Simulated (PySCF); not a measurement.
**UHF on Ru⁺ (ruthenium, charge +1)**

Configuration: [Kr] 4d7, high-spin 4F determinant. Calculation: PySCF 2.14, in def2-TZVP with the def2 core potential (28 electrons); a scalar-relativistic core potential.

| Quantity | Value |
| --- | --- |
| Total energy | -93.889570 hartree |
| One-electron energy | -160.7643 hartree |
| Hartree (Coulomb) energy | 76.2724 hartree |
| Exchange energy | -9.3977 hartree |
| ⟨S²⟩ | 3.7547 |
| ⟨L²⟩ | 12.040 |
| Sum of ⟨r⟩ | 20.40 bohr |
| Sum of ⟨r²⟩ | 33.45 bohr² |
| Time after the integrals | 0.08 s of wall time on 1 thread of Intel(R) Xeon(R) 6975P-C (shared host) |

```json
{"shell": "4s α", "electrons": "1", "mean orbital energy (hartree)": "-3.85296", "spread (hartree)": "0", "rms radius, mean of both spins (bohr)": "1.10"}
{"shell": "4s β", "electrons": "1", "mean orbital energy (hartree)": "-3.67213", "spread (hartree)": "0", "rms radius, mean of both spins (bohr)": "1.10"}
{"shell": "4p α", "electrons": "3", "mean orbital energy (hartree)": "-2.57908", "spread (hartree)": "0", "rms radius, mean of both spins (bohr)": "1.22"}
{"shell": "4p β", "electrons": "3", "mean orbital energy (hartree)": "-2.34667", "spread (hartree)": "0", "rms radius, mean of both spins (bohr)": "1.22"}
{"shell": "4d α", "electrons": "5", "mean orbital energy (hartree)": "-0.69901", "spread (hartree)": "0.03748", "rms radius, mean of both spins (bohr)": "1.78"}
{"shell": "4d β", "electrons": "2", "mean orbital energy (hartree)": "-0.60874", "spread (hartree)": "0", "rms radius, mean of both spins (bohr)": "1.78"}
```

Energies and moments cover only the electrons outside the core potential.
